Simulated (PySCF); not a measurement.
MgH2, SMILES [MgH2].

Geometry optimised at PBE0-D3(BJ)/def2-TZVPD.

Calculation: PBE0/def2-TZVPD (PySCF).

Gas-phase values at a fixed geometry.

Computed frontier levels, gap, dipole moment and polarisability:
```yaml
highest_occupied_level: -7.21 eV
lowest_empty_level: -0.66 eV
orbital_gap: 6.55 eV
dipole_moment: 0.000 e·Å
quadrupole, principal values (traceless, Buckingham form, about the centre of nuclear charge): -12.22, 6.11, 6.11 D·Å
mean_static_polarisability: 35.0 bohr³ (5.19 Å³)
polarisability_principal_values: 32.7, 32.7, 39.7 bohr³
```
